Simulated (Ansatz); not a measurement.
`C=C(C)[SiH3]` → `C=CC` + `[SiH2]` at 600 K and 1 bar (silylene formation by 1,1-elimination).

Program: Ansatz. Geometries: PBE0-D4/def2-TZVP. ΔE: electronic, gas phase. CCSD(T)/CBS is the MP2 limit (def2-TZVPP, def2-QZVPP) plus CCSD(T) − MP2 in def2-TZVPP, frozen cores. This one scheme is used for every species.

| species | CCSD(T)/CBS energy (Eh) | H − E (kJ/mol) | S (J/(mol·K)) |
| --- | --- | --- | --- |
| `C=C(C)[SiH3]` | -408.02495 | 308.4 | 409.6 |
| `C=CC` | -117.74610 | 248.6 | 323.1 |
| `[SiH2]` | -290.19011 | 52.1 | 233.9 |

H − E and S are ideal-gas, rigid-rotor, harmonic terms from PBE0-D4/def2-TZVP. 1 Eh = 2625.50 kJ/mol, R = 8.31446 J/(mol·K).

Problem. By hand: ΔE, ΔH, ΔS and ΔG.

Solution. ΔE = (-117.74610) + (-290.19011) − (-408.02495) = 0.08874 Eh = 233.0 kJ/mol. Δ(H − E) = 248.6 + 52.1 − 308.4 = -7.7, so ΔH = 225.3 kJ/mol. ΔS = 323.1 + 233.9 − 409.6 = 147.4 J/(mol·K). ΔG = 225.3 − 600 × (147.4)/1000 = 136.9 kJ/mol.

Problem. By hand: the equilibrium constant, and the temperature at which ΔG would vanish if ΔH and ΔS stayed fixed.

Solution. log₁₀ K = −ΔG/(RT ln 10) = -11.9. ΔG = 0 at ΔH/ΔS = 1528 K.

The number of gas molecules changes by +1, which sets the sign of ΔS. A doubt of 5 kJ/mol in ΔE shifts log₁₀ K by 0.4 here. These are equilibria of isolated gas molecules and say nothing of rates. Largest T1 diagnostic: 0.014 (customary marks: 0.02 for closed shells, 0.045 for open ones).
